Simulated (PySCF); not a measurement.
# Spinor energies of Tm(2+) (thulium, charge +2)

Start: [Xe] 4f13; 4f5/2 filled at m_j = -5/2, -3/2, -1/2, +1/2, +3/2, +5/2; 4f7/2 filled at m_j = -5/2, -3/2, -1/2, +1/2, +3/2, +5/2, +7/2. Calculated with PySCF 2.14 in x2c-SVPall-2c: generalised Hartree-Fock with the X2C-1e Hamiltonian and a Gaussian nucleus; one run each with spin-orbit coupling (SO) switched off, then screened by Boettger's factors.

```tsv
spinor shell	electrons	ε, spin-free (eV)	ε, screened SO (eV)	weight of nominal j (screened SO)	rms radius, screened SO (bohr)
1s1/2	2	-59703.3	-59689.1	1.000	0.0227
2s1/2	2	-10214.6	-10210.2	1.000	0.0918
2p1/2	2	-9018.8	-9714.5	1.000	0.0783
2p3/2	4	-9018.8	-8728.5	1.000	0.0852
3s1/2	2	-2361.6	-2360.2	1.000	0.235
3p1/2	2	-1992.6	-2142.0	1.000	0.227
3p3/2	4	-1992.6	-1929.4	1.000	0.241
3d3/2	4	-1533.9	-1561.1	1.000	0.214
3d5/2	6	-1533.9	-1514.6	1.000	0.218
4s1/2	2	-503.41	-503.05	1.000	0.530
4p1/2	2	-379.71	-414.13	0.999	0.543
4p3/2	4	-379.71	-365.10	1.000	0.574
4d3/2	4	-212.25	-218.51	0.993	0.612
4d5/2	6	-212.25	-207.84	0.995	0.624
5s1/2	2	-78.632	-78.584	1.000	1.33
5p1/2	2	-47.350	-51.817	0.992	1.50
5p3/2	4	-47.350	-45.487	0.996	1.62
4f5/2	6	-27.654	-28.727	0.944	0.867
4f7/2	7	-27.654	-26.606	0.952	0.890
```

```
   quantity     spin-free   screened SO
E (hartree)  -13556.17242  -13568.10125
        M_J           7/2           7/2
       ⟨J²⟩        15.759        15.759
       ⟨L²⟩        12.008        12.107
       ⟨S²⟩         0.751         0.849
```

Each row is a mean over spinors that exchange with the open shell spreads, by up to 9.455 eV (4d5/2).

Breit and QED terms are absent; they matter most for the inner s and p1/2 levels.

Densities and radii are taken from the X2C orbitals without a picture-change correction, which distorts them close to the nucleus.

Without spin-orbit coupling the j labels of p, d and f shells carry no meaning; the spin-free column gives the mean over the occupied spinors of each nl shell.
